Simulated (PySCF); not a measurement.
**Gas-phase XPS of `[SiH3]c1ccco1`, computed**

Compound: C4H6OSi.
Numbering: `[SiH3:1][c:2]1[cH:3][cH:4][cH:5][o:6]1`

Cartesian coordinates in Å at the PBE0-D3(BJ)/def2-SVP level; atoms count from 1:
```xyz
12
C4H6OSi angstrom
Si     2.1328    0.0695   -0.1992
C      0.2729    0.0105   -0.0678
C     -0.5754    0.0114    1.0110
C     -1.9037   -0.0525    0.4945
C     -1.7671   -0.0896   -0.8622
O     -0.4706   -0.0536   -1.2089
H      2.5846    1.2815   -0.9467
H      2.6611   -1.1394   -0.8998
H      2.6640    0.1148    1.1947
H     -0.2773    0.0552    2.0570
H     -2.8360   -0.0690    1.0546
H     -2.4830   -0.1401   -1.6792
```

Theory: delta-SCF UKS SCAN, pcX-2 on the ionised atom, pcseg-1 elsewhere, spin-free X2C (PySCF). Vertical ΔSCF values, vacuum level as zero.

Question: List the computed XPS lines with their assignment.

Answer: 
```csv
atom(s),environment,level,binding energy (eV),2p1/2 (eV),above the level's lowest (eV),count
Si1,SiH3 silicon,Si 1s,1846.63,–,0.00,1
O6,furan-type oxygen,O 1s,539.87,–,0.00,1
C5,aromatic CH next to a ring oxygen,C 1s,291.61,–,+1.20,1
C2,substituted aromatic carbon,C 1s,291.15,–,+0.74,1
C4,aromatic CH carbon,C 1s,290.49,–,+0.08,1
C3,aromatic CH carbon,C 1s,290.41,–,0.00,1
Si1,SiH3 silicon,Si 2p3/2,106.85,107.48,0.00,1
```

Lowest listed C 1s: C3, bonded to 2 C (aromatic in the SMILES) and H. Highest, 1.20 eV above it: C5, bonded to O (aromatic in the SMILES), C (aromatic in the SMILES) and H.

Question: Which photon energy gives electrons from C 1s of C2 a kinetic energy of 50 eV, and what is their de Broglie wavelength?

Answer: hν = 291.15 + 50 = 341.15 eV, recoil neglected; λ = 12.264 Å/√(E/eV) = 1.73 Å.

Question: What is the longest wavelength that can ionise C 1s of C2 vertically?

Answer: λ = hc/E = 12398.42 eV Å / 291.15 eV = 42.584 Å.

Spin–orbit and ligand-field terms were added within each 2p shell after the spin-free SCF. 2p1/2 minus 2p3/2 (ligand field included): Si 0.62 eV. Isolated species at its PBE0-D3(BJ)/def2-SVP geometry, gas phase.
